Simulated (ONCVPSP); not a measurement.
## nitrogen: from the effect back to the setting (ONCV)

Base potential:

nitrogen, optimised norm-conserving Vanderbilt (ONCV), made with ONCVPSP 4.0.1 (PBE, scalar-relativistic). Core [He], reference 2s2 2p2 (charge +1). Waves: 2s: rc 1.10 bohr, ncon 4, nbas 8, qcut 7.3 1/bohr, 2 projectors, debl 3.5 Ha; 2p: rc 1.45 bohr, ncon 3, nbas 6, qcut 9.2 1/bohr, 1 projector; d scattering state at 0.31 Ha: rc 1.25 bohr, ncon 3, nbas 8, qcut 8.5 1/bohr, 2 projectors, debl 3.6 Ha. Local part: polynomial inside 1.00 bohr (lpopt 5, dvloc0 4 Ha). Core correction: none.

Cutoffs, loose and tight: the cutoffs (Ha) at which the residual kinetic energy of the hardest occupied pseudo-wave falls to 1 and 0.1 mHa per electron. They do not see the model core or the augmentation charge, which bear on the density cutoff. Test errors are all-electron minus pseudo excitation energies from the reference, over the configurations 2s2 2p3; 2s2 2p1; 2s2 2p0; 2s1 2p0; variants that change the core or the reference have their own tests.

Only the scale of all radii (base = 1) is moved:

| scale of all radii (base = 1) | cutoff, loose | cutoff, tight | bound ghosts | largest test error (meV) |
| --- | --- | --- | --- | --- |
| 0.8 | 33 Ha | 174 Ha | none | +664 |
| 0.95 | 29 Ha | 118 Ha | none | +814 |
| 1.07 | 27 Ha | 39 Ha | none | +920 |
| 1.14 | 25 Ha | 30 Ha | none | +1034 |
| 1.22 | 23 Ha | 27 Ha | none | +1230 |
| 1.3 | 21 Ha | 25 Ha | none | +1434 |

**Question.** One more run gave cutoff, loose: 30 Ha; cutoff, tight: 143 Ha; bound ghosts: none; largest test error (meV): +756. Which value of the scale of all radii (base = 1) was used?

**Answer.** 0.89. The loose cutoff moves one way along this sweep, from 33 Ha at 0.8 to 21 Ha at 1.3, which places the run between 0.8 and 0.95.
